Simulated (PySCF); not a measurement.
Al₂H₄O (calculated)

Computed with PySCF 2.14.0. Calculation on a computer-drawn molecule: the log of a Hartree-Fock and frozen-core CCSD(T) single point meant for a local Hartree-Fock minimum, with one planted fault or none, to be diagnosed. Offsets are logged minus clean, where the clean run is the same molecule without the fault. The reference is restricted for singlets and unrestricted otherwise, and also for a bond in bohr or an excited solution. Adding or removing an electron swaps singlet and doublet. The excited solution moves the top pair (singlet) or top alpha electron (doublet) to the lowest empty orbital. Highest occupied and lowest empty are orbital energies over both spins, largest force is the largest gradient component, triples share is (T) over the correlation energy, the T1 limit is 0.02 restricted and 0.045 unrestricted, electrons count all cores, a negative frequency is imaginary (commonest isotopes), and the dipole is about the centre of nuclear charge.

```xyz
7
formula=Al2H4O meant_charge=0 meant_multiplicity=1 meant_basis=cc-pV(D+d)Z logged_electrons=39 logged_basis_functions=80 logged_SCF_converged=yes logged_spin_squared=0.7663 logged_highest_occupied=0.96841 logged_lowest_empty=5.2058 logged_largest_force=0.057282 logged_T1_diagnostic=0.018469 logged_D1_diagnostic=0.055686 logged_triples_share=0.0219 logged_CC_converged=yes logged_dipole_magnitude=7.6943 logged_SCF_stable_within_its_kind=yes logged_energy_HF=-561.08042 logged_energy_CCSD(T)=-561.45219 possible_faults=no_fault,one_electron_removed,one_electron_added,multiplicity_raised_by_two,geometry_at_a_saddle_point,SCF_held_on_an_excited_solution,minimal_basis_STO-3G,one_bond_length_entered_in_bohr,all_coordinates_scaled planted_fault=one_electron_added HF_energy_offset_from_clean_run=31.86 CCSD(T)_energy_offset_from_clean_run=22.46
Al    -2.0346    -0.4423    -0.3937
O     -0.4884     0.1192    -0.7416
Al     1.0581     0.6803    -1.0886
H     -2.2049    -1.8920     0.2020
H     -3.2698     0.4966    -0.6732
H      1.8570     1.4587     0.0255
H      1.6657     0.4121    -2.5184
```

Units: logged_highest_occupied, logged_lowest_empty in eV; logged_largest_force in hartree/bohr; logged_dipole_magnitude in debye; logged_energy_HF, logged_energy_CCSD(T) in hartree; HF_energy_offset_from_clean_run, CCSD(T)_energy_offset_from_clean_run in kcal/mol.

Drawn bonds:
```tsv
atom	other atom	order
1	2	1
2	3	1
1	4	1
1	5	1
3	6	1
3	7	1
```

Notes: highest electron not bound in this basis.
